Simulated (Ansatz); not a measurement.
Basis sets compared for VF₅. Charge 0, multiplicity 1. Geometry PBE0-D4/def2-SVP. Ansatz on 4 threads of Arm Neoverse V1 on a shared host; times are rough, and most runs start from earlier orbitals.

| atom | x (Å) | y (Å) | z (Å) |
| --- | --- | --- | --- |
| V1 | 0.000 | 0.000 | 0.000 |
| F2 | 1.355 | -0.326 | 1.008 |
| F3 | -1.354 | 0.327 | -1.010 |
| F4 | 0.433 | 1.628 | -0.054 |
| F5 | -1.035 | -0.556 | 1.209 |
| F6 | 0.601 | -1.072 | -1.153 |

Binding counts from free atoms (V quartet, F doublet) in the same basis, without a counterpoise term.

```tsv
level	functions	energy (Eh)	HOMO (eV)	LUMO (eV)	binding per atom (eV)	wall time
HF/STO-3G	43	-1423.6222	-11.51	5.11	3.02	0.2 s
PBE-D4/def2-SVP	101	-1442.2547	-9.85	-5.97	–	1.1 s
PBE0-D4/def2-SVP	101	-1442.1871	-12.16	-5.69	4.03	1.4 s
```

(1) Estimate the rows for HF/def2-TZVP, PBE-D4/def2-TZVP (with forces), PBE0-D4/def2-TZVP.

## Answers

(1) 
```tsv
level	functions	energy (Eh)	HOMO (eV)	LUMO (eV)	binding per atom (eV)	wall time
HF/def2-TZVP	200	-1440.3228	-17.93	-1.89	1.78	2.1 s
PBE-D4/def2-TZVP (with forces)	200	-1443.0070	-10.17	-6.16	–	2.6 s
PBE0-D4/def2-TZVP	200	-1442.9444	-12.31	-5.60	–	3.1 s
```
